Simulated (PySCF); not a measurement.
C4H8Si.
Bonds: C1–C2 (double), C2–C3, C3–Si4, Si4–C5, C1–C5. Hydrogens: H6 on C1; H7 on C2; H8, H9 on C3; H10, H11 on Si4; H12, H13 on C5.

The same species was optimised twice, with GFN2-xTB and with PBE0-D3(BJ)/def2-SVP (PySCF), and the same property calculations (PySCF, gas phase) were run on both structures.

```json
{"coordinate": "Si4–H10 (Å)", "GFN2-xTB": "1.466", "PBE0-D3(BJ)/def2-SVP": "1.496", "change": "+0.030"}
{"coordinate": "Si4–H11 (Å)", "GFN2-xTB": "1.466", "PBE0-D3(BJ)/def2-SVP": "1.496", "change": "+0.030"}
{"coordinate": "C1=C2 (Å)", "GFN2-xTB": "1.321", "PBE0-D3(BJ)/def2-SVP": "1.341", "change": "+0.020"}
{"coordinate": "C2–H7 (Å)", "GFN2-xTB": "1.081", "PBE0-D3(BJ)/def2-SVP": "1.096", "change": "+0.015"}
{"coordinate": "C1–H6 (Å)", "GFN2-xTB": "1.081", "PBE0-D3(BJ)/def2-SVP": "1.096", "change": "+0.015"}
{"coordinate": "C3–H9 (Å)", "GFN2-xTB": "1.092", "PBE0-D3(BJ)/def2-SVP": "1.104", "change": "+0.012"}
{"coordinate": "C3–H8 (Å)", "GFN2-xTB": "1.092", "PBE0-D3(BJ)/def2-SVP": "1.104", "change": "+0.012"}
{"coordinate": "C5–H12 (Å)", "GFN2-xTB": "1.092", "PBE0-D3(BJ)/def2-SVP": "1.104", "change": "+0.012"}
{"coordinate": "C5–H13 (Å)", "GFN2-xTB": "1.092", "PBE0-D3(BJ)/def2-SVP": "1.104", "change": "+0.012"}
{"coordinate": "C2–C3 (Å)", "GFN2-xTB": "1.501", "PBE0-D3(BJ)/def2-SVP": "1.507", "change": "+0.006"}
{"coordinate": "C1–C5 (Å)", "GFN2-xTB": "1.501", "PBE0-D3(BJ)/def2-SVP": "1.507", "change": "+0.006"}
{"coordinate": "Si4–C5 (Å)", "GFN2-xTB": "1.909", "PBE0-D3(BJ)/def2-SVP": "1.903", "change": "-0.006"}
{"coordinate": "C3–Si4 (Å)", "GFN2-xTB": "1.909", "PBE0-D3(BJ)/def2-SVP": "1.903", "change": "-0.006"}
{"coordinate": "C3–Si4–C5 (°)", "GFN2-xTB": "93.4", "PBE0-D3(BJ)/def2-SVP": "96.0", "change": "+2.6"}
{"coordinate": "H10–Si4–H11 (°)", "GFN2-xTB": "110.4", "PBE0-D3(BJ)/def2-SVP": "108.0", "change": "-2.4"}
{"coordinate": "C2–C3–Si4 (°)", "GFN2-xTB": "104.3", "PBE0-D3(BJ)/def2-SVP": "102.4", "change": "-1.9"}
{"coordinate": "C1–C5–Si4 (°)", "GFN2-xTB": "104.3", "PBE0-D3(BJ)/def2-SVP": "102.4", "change": "-1.9"}
{"coordinate": "C2–C1–H6 (°)", "GFN2-xTB": "122.6", "PBE0-D3(BJ)/def2-SVP": "120.7", "change": "-1.9"}
{"coordinate": "C1–C2–H7 (°)", "GFN2-xTB": "122.5", "PBE0-D3(BJ)/def2-SVP": "120.7", "change": "-1.8"}
{"coordinate": "C1–C5–H12 (°)", "GFN2-xTB": "109.9", "PBE0-D3(BJ)/def2-SVP": "111.5", "change": "+1.6"}
{"coordinate": "C2–C3–H8 (°)", "GFN2-xTB": "109.9", "PBE0-D3(BJ)/def2-SVP": "111.6", "change": "+1.7"}
```

Rotational constants: A = 6114, B = 4425, C = 2733 MHz (GFN2-xTB) against A = 5927, B = 4511, C = 2730 MHz (PBE0-D3(BJ)/def2-SVP). Point groups within 0.08 Å: C2v and C2v. Atoms that the bonding makes alike are paired by their places after alignment.

On the GFN2-xTB structure: lowest singlet, TDDFT (eV) 6.83 [wB97X-D/def2-SVPD]; isotropic polarisability (au) 70.0 [wB97X-D/def2-SVPD]; HOMO (eV) -8.89 [wB97X-D/def2-SVPD]; LUMO (eV) 2.18 [wB97X-D/def2-SVPD]; dipole (D) 0.16 [wB97X-D/def2-SVPD]; HOMO (eV) -7.04 [PBE0/pcSseg-1]; LUMO (eV) 0.76 [PBE0/pcSseg-1]; dipole (D) 0.08 [PBE0/pcSseg-1]; GIAO shielding of C1/C2 (mean) (ppm) 48.3 [PBE0/pcSseg-1]; GIAO shielding of C3/C5 (mean) (ppm) 169.9 [PBE0/pcSseg-1]; GIAO shielding of Si4 (ppm) 385.3 [PBE0/pcSseg-1].

Question: What do these properties become on the PBE0-D3(BJ)/def2-SVP structure?

Answer: 
| property | level | on GFN2-xTB | on PBE0-D3(BJ)/def2-SVP | change |
| --- | --- | --- | --- | --- |
| lowest singlet, TDDFT (eV) | wB97X-D/def2-SVPD | 6.83 | 6.82 | -0.01 |
| isotropic polarisability (au) | wB97X-D/def2-SVPD | 70.0 | 71.5 | +1.5 |
| HOMO (eV) | wB97X-D/def2-SVPD | -8.89 | -8.91 | -0.02 |
| LUMO (eV) | wB97X-D/def2-SVPD | 2.18 | 2.16 | -0.02 |
| dipole (D) | wB97X-D/def2-SVPD | 0.16 | 0.34 | +0.18 |
| energy, GFN2-xTB geometry as zero (kcal/mol) | wB97X-D/def2-SVPD | 0.0 | -1.5 | -1.5 |
| HOMO (eV) | PBE0/pcSseg-1 | -7.04 | -7.08 | -0.04 |
| LUMO (eV) | PBE0/pcSseg-1 | 0.76 | 0.53 | -0.23 |
| dipole (D) | PBE0/pcSseg-1 | 0.08 | 0.26 | +0.18 |
| energy, GFN2-xTB geometry as zero (kcal/mol) | PBE0/pcSseg-1 | 0.0 | -1.0 | -1.0 |
| GIAO shielding of C1/C2 (mean) (ppm) | PBE0/pcSseg-1 | 48.3 | 43.5 | -4.8 |
| GIAO shielding of C3/C5 (mean) (ppm) | PBE0/pcSseg-1 | 169.9 | 169.7 | -0.2 |
| GIAO shielding of Si4 (ppm) | PBE0/pcSseg-1 | 385.3 | 380.2 | -5.1 |

The heavy atoms differ by 0.023 Å rms after alignment. Among all bonds Si4–H10 and Si4–H11 change most and about equally (+0.030 Å). Changes are differences of the printed values. Neither structure is proved a minimum here.

wB97X-D is run here without its empirical dispersion term; that term would change no orbital, density or response property at a fixed geometry.
